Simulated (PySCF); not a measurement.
**Working out the excitation energy of Ar⁺**

Ar⁺ [Ne] 3s2 3p5 (2P) → Ar⁺ [Ne] 3s1 3p6 (2S). Computed with PySCF 2.14 in x2c-TZVPPall (5s5p3d1f, 42 functions), with the spin-free X2C one-electron Hamiltonian (Gaussian nucleus). Frozen: [Ne]. Energies in hartree (1 hartree = 27.21139 eV):

```
            part  Ar⁺ (lower)  Ar⁺ (upper)
             UHF  -528.079083  -527.388767
CCSD correlation    -0.191061    -0.350616
             (T)    -0.005312    -0.030482
```

**Question.** What does Hartree-Fock give?

**Answer.** (-527.388767) − (-528.079083) = 0.690316 hartree = 18.784 eV.

**Question.** What do CCSD and CCSD(T) give?

**Answer.** The CCSD correlation energies differ by -0.159555 hartree = -4.342 eV and the triples by -0.025170 hartree = -0.685 eV, so CCSD gives 14.442 eV and CCSD(T) 13.757 eV.

Measured between the centres of the two terms (NIST): 13.421 eV, so CCSD(T) (valence) is off by 0.336 eV.

The coupled-cluster amplitudes are large, so a single reference is strained.

What remains against the reference includes basis incompleteness, the frozen core and higher excitations.
